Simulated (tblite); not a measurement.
Species: C7H7F2 (doublet state).
Atom-mapped SMILES: `[CH2:1]=[C:2]([F:3])/[CH:4]=[C:5]([CH3:6])\[C:7]=[CH:8]/[F:9]` (hydrogens: H10, H11 on C1; H12 on C4; H13, H14, H15 on C6; H16 on C8)

Structure used (GFN2-xTB), in Å, numbered top down from 1:
```
atom  x, y, z in Å
C1     2.861   -0.730   -0.564
C2     1.540   -0.676   -0.282
F3     0.823   -1.807   -0.485
C4     0.844    0.441    0.212
C5    -0.535    0.506    0.497
C6    -1.064    1.791    1.084
C7    -1.385   -0.498    0.280
C8    -2.261   -1.426    0.084
F9    -2.979   -1.540   -1.061
H10    3.489    0.128   -0.425
H11    3.304   -1.635   -0.937
H12    1.436    1.325    0.390
H13   -2.130    1.716    1.279
H14   -0.549    2.016    2.015
H15   -0.891    2.612    0.389
H16   -2.512   -2.215    0.782
```

The geometry is computed with GFN2-xTB (gas phase). This method treats the open shell by occupation alone, without spin polarisation.

Masses are those of the commonest isotopes; rigid-rotor values at the optimised geometry. The values belong to one conformer with, in the numbering `[CH2:1]=[C:2]([F:3])/[CH:4]=[C:5]([CH3:6])\[C:7]=[CH:8]/[F:9]`, C1–C2–C4–C5 179°.

**Question.** What are A, B and C (MHz)?

**Answer.** Ia = 233.51, Ib = 460.50, Ic = 664.27 u·Å²; 505379 MHz·u·Å²/I gives A = 2164, B = 1097, C = 760.8 MHz.

**Question.** Classify the top.

**Answer.** An asymmetric top; Ray's κ = -0.520.

**Question.** Is it planar, by Δ = Ic − Ia − Ib?

**Answer.** Not planar: Δ = Ic − Ia − Ib = -29.74 u·Å². For a rigid frame Δ = −2 Σ m c², so Σ m c² = 14.87 u·Å² lies off the ab plane: 4.02 from hydrogen and 10.85 from heavier atoms. The atom farthest from that plane is 1.45 Å away.

**Question.** List the rotational levels J(Ka,Kc) to J = 4 (cm⁻¹).

**Answer.** Above 0(0,0):
J = 1: 1(0,1) 0.0620, 1(1,1) 0.0976, 1(1,0) 0.1088
J = 2: 2(0,2) 0.1837, 2(1,2) 0.2103, 2(1,1) 0.2440, 2(2,1) 0.3508, 2(2,0) 0.3530
J = 3: 3(0,3) 0.3611, 3(1,3) 0.3781, 3(1,2) 0.4452, 3(2,2) 0.5367, 3(2,1) 0.5475, 3(3,1) 0.7440, 3(3,0) 0.7443
J = 4: 4(0,4) 0.5904, 4(1,4) 0.5998, 4(1,3) 0.7101, 4(2,3) 0.7829, 4(2,2) 0.8123, 4(3,2) 0.9957, 4(3,1) 0.9977, 4(4,1) 1.2808, 4(4,0) 1.2809
Those of J = 1 are B + C, A + C and A + B.

**Question.** Estimate the classical rotational partition function at 50 K, 100 K and 200 K.

**Answer.** Point group C1, symmetry number σ = 1; q = (√π/σ)·√((kT/h)³/(ABC)), k/h = 20836.6 MHz/K: 44300 at 50 K, 125000 at 100 K, 355000 at 200 K.

For this open shell read J as N, the rotation without spin; fine and hyperfine splittings come on top. Its GFN2-xTB frequencies are all real (lowest 53 cm⁻¹). Constants of a rigid frame at the computed geometry: no zero-point averaging, no centrifugal distortion.

Hardware: Arm Neoverse V1, one thread, on a shared host. Cost: 1.1 s of wall time. That covers the optimisation of the geometry.
